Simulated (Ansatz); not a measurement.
Energy landscape of H₃ (cation, charge +1), singlet: symmetric bend, bond length relaxed. Scanned: H-H-H angle. Other coordinates (H-H bond length) were minimised at PBE0/def2-TZVP.

Methods: RKS-PBE/cc-pVQZ = restricted PBE/cc-pVQZ (Ansatz, an electronic-structure program); RKS-PBE0/cc-pVQZ = Ansatz with restricted PBE0/cc-pVQZ; FCI/cc-pVQZ = full CI/cc-pVQZ, frozen core (Ansatz).

Energies relative to the lowest point of each profile, in kJ/mol; the last columns give the error against full CI:

| a / ° | RKS-PBE/cc-pVQZ | RKS-PBE0/cc-pVQZ | FCI/cc-pVQZ | RKS-PBE/cc-pVQZ − FCI/cc-pVQZ | RKS-PBE0/cc-pVQZ − FCI/cc-pVQZ |
|---|---|---|---|---|---|
| 180 | 159.5 | 170.6 | 170.6 | -11.1 | 0.1 |
| 169.94 | 158.1 | 169.2 | 169.1 | -11.0 | 0.0 |
| 159.58 | 154.0 | 164.5 | 164.6 | -10.6 | 0.0 |
| 147.89 | 145.7 | 155.4 | 155.6 | -9.9 | -0.2 |
| 138.07 | 135.7 | 144.6 | 144.9 | -9.1 | -0.3 |
| 130.12 | 125.6 | 133.5 | 133.9 | -8.3 | -0.4 |
| 121.11 | 111.8 | 118.6 | 119.1 | -7.2 | -0.5 |
| 108.55 | 88.7 | 93.8 | 94.3 | -5.6 | -0.5 |
| 99.77 | 70.3 | 74.1 | 74.6 | -4.3 | -0.5 |
| 88.19 | 44.3 | 46.5 | 46.9 | -2.6 | -0.4 |
| 78.24 | 22.7 | 23.8 | 24.0 | -1.3 | -0.2 |
| 72.28 | 11.7 | 12.2 | 12.3 | -0.6 | -0.1 |
| 60 | 0.0 | 0.0 | 0.0 | 0.0 | 0.0 |

RKS-PBE/cc-pVQZ is furthest from FCI/cc-pVQZ at 180 (-11.1 kJ/mol, below); its mean absolute error over the points is 6.3 kJ/mol.

RKS-PBE0/cc-pVQZ is furthest from FCI/cc-pVQZ at 108.55 (-0.5 kJ/mol, below); its mean absolute error over the points is 0.2 kJ/mol.
